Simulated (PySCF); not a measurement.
vanadium atom (V), quartet; DF-B3LYP5/6-31G* (PySCF).

Here is a job for PySCF.
```python
from pyscf import gto, scf, dft

mol = gto.M(
    atom='''
V     0.000000    0.000000    0.000000
''',
    basis='6-31g*',
    charge=0,
    spin=3,
    verbose=4,
)

mf = dft.UKS(mol)
mf.xc = 'b3lyp5'
mf = mf.density_fit(auxbasis='def2-universal-jkfit')
mf.kernel()
```

Q: Predict the main parts of the log of this PySCF run.

A: 
```
PySCF version 2.14.0

[INPUT] verbose = 4
[INPUT] num. atoms = 1
[INPUT] num. electrons = 23
[INPUT] charge = 0
[INPUT] spin (= nelec alpha-beta = 2S) = 3
[INPUT] symmetry False subgroup None
[INPUT] Mole.unit = angstrom
[INPUT] Symbol           X                Y                Z      unit          X                Y                Z       unit  Magmom
[INPUT]  1 V      0.000000000000   0.000000000000   0.000000000000 AA    0.000000000000   0.000000000000   0.000000000000 Bohr   0.0

nuclear repulsion = 0
number of shells = 12
number of NR pGTOs = 97
number of NR cGTOs = 34
basis = 6-31g*
ecp = {}

******** <class 'pyscf.df.df_jk.DFUKS'> ********
method = DFUKS
initial guess = minao
damping factor = 0
level_shift factor = 0
DIIS = <class 'pyscf.scf.diis.CDIIS'>
diis_start_cycle = 1
diis_space = 8
diis_damp = 0
SCF conv_tol = 1e-09
SCF conv_tol_grad = None
SCF max_cycles = 50
direct_scf = False
number electrons alpha = 13  beta = 10
XC library pyscf.dft.libxc version 7.1.2
    S. Lehtola, C. Steigemann, M. J. T. Oliveira, and M. A. L. Marques,  SoftwareX 7, 1–5 (2018)
XC functionals = b3lyp5
    P. A. M. Dirac,  Math. Proc. Cambridge Philos. Soc. 26, 376 (1930)
    F. Bloch,  Z. Phys. 57, 545 (1929)
    A. D. Becke,  Phys. Rev. A 38, 3098 (1988)
    C. Lee, W. Yang, and R. G. Parr,  Phys. Rev. B 37, 785 (1988)
    B. Miehlich, A. Savin, H. Stoll, and H. Preuss,  Chem. Phys. Lett. 157, 200 (1989)
    S. H. Vosko, L. Wilk, and M. Nusair,  Can. J. Phys. 58, 1200 (1980)
radial grids:
    Treutler-Ahlrichs [JCP 102, 346 (1995); DOI:10.1063/1.469408] (M4) radial grids

becke partition: Becke, JCP 88, 2547 (1988); DOI:10.1063/1.454033
pruning grids: <function nwchem_prune>
grids dens level: 3
symmetrized grids: False
atomic radii adjust function: <function treutler_atomic_radii_adjust>
small_rho_cutoff = 0
Set gradient conv threshold to 3.16228e-05
tot grids = 20904
******** <class 'pyscf.df.df.DF'> ********
auxbasis = def2-universal-jkfit
init E= -943.390402192442

cycle= 1 E= -943.070037709372  delta_E= 0.32  |g|= 0.858  |ddm|= 1.59

cycle= 2 E= -940.066714374515  delta_E=    3  |g|= 1.75  |ddm|= 3.84
cycle= 3 E= -943.692803956372  delta_E= -3.63  |g|= 0.265  |ddm|= 3.68
cycle= 4 E= -943.716961642285  delta_E= -0.0242  |g|= 0.135  |ddm|= 0.351
cycle= 5 E= -943.728056219133  delta_E= -0.0111  |g|= 0.0478  |ddm|= 0.215
cycle= 6 E= -943.730686248833  delta_E= -0.00263  |g|= 0.00867  |ddm|= 0.145
cycle= 7 E= -943.731138936498  delta_E= -0.000453  |g|= 0.00608  |ddm|= 0.0459
cycle= 8 E= -943.731568896622  delta_E= -0.00043  |g|= 0.00151  |ddm|= 0.0972
cycle= 9 E= -943.731571434432  delta_E= -2.54e-06  |g|= 0.000669  |ddm|= 0.00413
cycle= 10 E= -943.731572657884  delta_E= -1.22e-06  |g|= 0.000247  |ddm|= 0.00326
cycle= 11 E= -943.731572989193  delta_E= -3.31e-07  |g|= 0.000152  |ddm|= 0.00151
cycle= 12 E= -943.731573244997  delta_E= -2.56e-07  |g|= 3.7e-05  |ddm|= 0.00232
cycle= 13 E= -943.731573262744  delta_E= -1.77e-08  |g|= 3.42e-05  |ddm|= 0.000324
cycle= 14 E= -943.731573283018  delta_E= -2.03e-08  |g|= 3.35e-05  |ddm|= 0.000351
cycle= 15 E= -943.731573304075  delta_E= -2.11e-08  |g|= 3.34e-05  |ddm|= 0.000362
cycle= 16 E= -943.731573361217  delta_E= -5.71e-08  |g|= 3.32e-05  |ddm|= 0.000989
cycle= 17 E= -943.731573398768  delta_E= -3.76e-08  |g|= 3.31e-05  |ddm|= 0.000649
cycle= 18 E= -943.731573891565  delta_E= -4.93e-07  |g|= 3.26e-05  |ddm|= 0.00862
cycle= 19 E= -943.731574304141  delta_E= -4.13e-07  |g|= 3.35e-05  |ddm|= 0.00743
cycle= 20 E= -943.731574343633  delta_E= -3.95e-08  |g|= 3.5e-05  |ddm|= 0.000723
cycle= 21 E= -943.731576050556  delta_E= -1.71e-06  |g|= 0.000156  |ddm|= 0.0341
cycle= 22 E= -943.731575589825  delta_E= 4.61e-07  |g|= 6.51e-05  |ddm|= 0.01
cycle= 23 E= -943.731575772126  delta_E= -1.82e-07  |g|= 6.49e-05  |ddm|= 0.0038
cycle= 24 E= -943.731575847394  delta_E= -7.53e-08  |g|= 3.48e-05  |ddm|= 0.00155
cycle= 25 E= -943.731577938877  delta_E= -2.09e-06  |g|= 0.000539  |ddm|= 0.06
cycle= 26 E= -943.731577782625  delta_E= 1.56e-07  |g|= 0.000432  |ddm|= 0.00748
cycle= 27 E= -943.731576754883  delta_E= 1.03e-06  |g|= 3.62e-05  |ddm|= 0.0319
cycle= 28 E= -943.731577805485  delta_E= -1.05e-06  |g|= 0.000172  |ddm|= 0.0297
cycle= 29 E= -943.73157815496  delta_E= -3.49e-07  |g|= 0.00013  |ddm|= 0.0119
cycle= 30 E= -943.7315783459  delta_E= -1.91e-07  |g|= 3.23e-05  |ddm|= 0.00705
cycle= 31 E= -943.731578680095  delta_E= -3.34e-07  |g|= 9.84e-05  |ddm|= 0.016
cycle= 32 E= -943.731578735479  delta_E= -5.54e-08  |g|= 1.74e-05  |ddm|= 0.00249
cycle= 33 E= -943.731578772627  delta_E= -3.71e-08  |g|= 2.37e-05  |ddm|= 0.00197
cycle= 34 E= -943.73157876784  delta_E= 4.79e-09  |g|= 3.47e-05  |ddm|= 0.000308
cycle= 35 E= -943.731578768682  delta_E= -8.42e-10  |g|= 5.47e-05  |ddm|= 0.000308
cycle= 36 E= -943.731578812198  delta_E= -4.35e-08  |g|= 2.81e-05  |ddm|= 0.00269
cycle= 37 E= -943.731578810461  delta_E= 1.74e-09  |g|= 1.73e-05  |ddm|= 0.000779
cycle= 38 E= -943.731578810752  delta_E= -2.91e-10  |g|= 1.98e-05  |ddm|= 0.000398
Extra cycle  E= -943.731578813629  delta_E= -2.88e-09  |g|= 1.73e-05  |ddm|= 9.52e-05
converged SCF energy = -943.731578813629  <S^2> = 3.7532955  2S+1 = 4.0016474
```
